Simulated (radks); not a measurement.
The technetium anion Tc- inside a hard spherical wall (all orbitals vanish at R), configuration held at [Kr] 4d6 5s2 and not refilled when levels cross. Method: scalar-relativistic Kohn-Sham, LDA (Slater exchange, Perdew-Wang correlation), spin-polarised, spherical densities, finite nucleus; open shells are filled with parallel spins first (spin-orbit coupling, left out, can overturn this in heavy ions); Fermi nuclear charge, rms radius 4.4112 fm; computed with a radial shooting solver on a logarithmic mesh with Libxc functionals. Eigenvalues in eV for spin up, with the zero of energy where the potential of the charges vanishes at infinity; a dash marks a level that is unbound or too diffuse for the functional's potential to be trusted. A positive occupied level is held by the wall or, in an anion where self-interaction has pushed it up, behind a barrier. The pressure on the wall is -dE/dV.

R (bohr)  E (hartree)  kinetic (hartree)    e(4s)    e(4p)   e(4d)   e(5s)  e(5p, empty)  e(6s, empty)  pressure (GPa)
12        -4281.36760           4419.407  -65.461  -37.651   0.247   0.365         3.001         4.167          0.0207
8         -4281.34353           4419.513  -64.384  -36.573   1.271   1.274         4.644         9.420           0.673
7         -4281.31516           4419.630  -63.595  -35.789   1.995   1.990         5.767        12.987            2.00
6         -4281.24712           4419.898  -62.184  -34.397   3.266   3.365         7.792        19.251            6.82
4         -4280.49070           4422.565  -53.882  -26.382  10.824  13.797        21.726        58.226             148
3.5       -4279.75558           4425.039  -48.895  -21.632  15.714  22.081        32.173        84.692             396
